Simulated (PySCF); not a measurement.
[MnO2]-, quintet: data card

Level of theory: UPBE0/[Mn def2-SVPD, O def2-SVPD], no relativity, density fitting, PySCF.

The structure is a minimum.

```json
{
  "Point group": "C2v",
  "Bond lengths": "Mn–O 1.662 Å (×2)",
  "Bond angles": "O–Mn–O 133.3°",
  "Rotational symmetry number": "2",
  "Spin squared ⟨S²⟩": "6.146",
  "Heat capacity Cp at 298.15 K": "45.8 J/(mol K)",
  "Entropy at 298.15 K and 1 bar (electronic part: spin only)": "276.0 J/(mol K)",
  "Zero-point energy": "11.4 kJ/mol",
  "Dipole moment about the centre of mass": "3.08 D",
  "Enthalpy at 298.15 K above 0 K": "11.70 kJ/mol",
  "Rotational constants": "1.92, 0.2264, 0.2025 cm⁻¹",
  "Principal polarisabilities": "45.9, 57.5, 74.4 bohr³",
  "Highest occupied level (α)": "-0.60 eV",
  "Principal quadrupole moments (Buckingham, traceless) about the centre of mass": "-16.99, 7.19, 9.80 D Å",
  "Lowest empty level (β)": "2.85 eV"
}
```

Harmonic modes (masses in u: Mn 54.938, O 15.995):
```json
{"symmetry": "a1", "ω (cm⁻¹)": "211", "IR (km/mol)": "13.4", "μ (u)": "19.41", "type": "bend"}
{"symmetry": "a1", "ω (cm⁻¹)": "800", "IR (km/mol)": "88.6", "μ (u)": "17.48", "type": "stretch"}
{"symmetry": "b2", "ω (cm⁻¹)": "892", "IR (km/mol)": "389", "μ (u)": "20.86", "type": "stretch"}
```

In C2v the vibrations span 2a1 + b2. Here b1 is antisymmetric to the molecular plane and b2 lies in it.

Charges (e); Mulliken and Löwdin values are unreliable with diffuse functions:
| atom | Mulliken | Löwdin | polar tensor | spin (Mulliken) | Mayer order to Mn1 |
| --- | --- | --- | --- | --- | --- |
| Mn1 | 1.05 | 0.95 | 1.02 | 4.34 | – |
| O2,3 | -1.02 | -0.98 | -1.01 | -0.17 | 1.20 |

Mulliken populations on Mn1: s 6.51, p 12.33, d 5.10, f 0.01.

Formally Mn is in oxidation state +3, d4, with 4 unpaired electrons (the high-spin count). The Mulliken spin on Mn is 4.34. The polar-tensor charge on Mn, 1.02, is far below the formal one.

This need not be the most stable arrangement of these atoms. Open d and f shells are described by one determinant, and the ground state may have another occupation or spin. The lowest empty level of this anion is unbound, so it and the gap depend on the basis.

The final relaxation and frequency run took roughly 110 core-seconds on a shared host.
